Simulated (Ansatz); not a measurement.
Molecule: sum formula H3SiO2, net charge 0, doublet state. It need not be the lowest isomer of its formula. 
Coordinates optimised at B3LYP-D3(BJ)/def2-TZVP (Ansatz, a quantum-chemistry and plane-wave program):
```
Si
O 1 1.6367
H 2 0.9609 1 119.70
O 1 1.6478 2 117.48 3 55.74
H 1 1.4747 2 104.88 3 178.91
H 1 1.4917 5 113.47 2 -123.29
```
Charge 0, spin multiplicity 2.

Basis-set convergence of Hartree-Fock and CCSD(T) correlation energies (hartree) with Ansatz. Correlated levels leave the core frozen unless marked. UHF or UKS for open shells. No spin-orbit coupling. Non-relativistic.

```csv
basis,functions,E(HF),"E(corr, CCSD(T))"
cc-pV(D+d)Z,66,-440.44727,-0.46847
cc-pV(T+d)Z,141,___,___
```

**Question.** Fill in the missing entries.

**Answer.** 
- cc-pV(T+d)Z, E(HF): -440.52457
- cc-pV(T+d)Z, E(corr, CCSD(T)): -0.59867
